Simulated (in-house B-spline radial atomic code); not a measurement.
What moves the levels of Sc⁸⁺ ([Ne] 3s2 3p1)? Level of theory: Dirac-Hartree-Fock, average of configuration, Fermi nucleus of rms radius 3.5459 fm; calculated with a radial B-spline atomic code at the basis-set limit.

Baseline run (computed): total energy -741.0709 hartree, 1s1/2 at -173.2839 hartree, 3p3/2 at -179.2 eV with <r> = 0.9707 bohr.

Scaling the speed of light c (a factor of 100 is close to the non-relativistic limit):

| c/c0 | ΔE (hartree) | 3p3/2 level (eV) | 3p3/2 <r> (bohr) |
| --- | --- | --- | --- |
| 0.9 | -0.86333 | -179.193 | 0.9706 |
| 0.98 | -0.15142 | -179.201 | 0.9707 |
| 1.02 | 0.14247 | -179.205 | 0.9707 |
| 2 | 2.7294 | -179.234 | 0.971 |
| 100 | 3.6285 | -179.244 | 0.9711 |

Changing the nucleus:

```csv
nucleus,ΔE (eV)
Gaussian nucleus of rms radius 0.01 fm,-0.0394
Fermi nucleus of rms radius 3.475 fm,-0.00154
Fermi nucleus of rms radius 3.6168 fm,0.00157
```

A larger nucleus binds the electrons less, roughly as the density at the nucleus times the change of the nuclear <r²>. A radius of 0.01 fm is nearly a point.
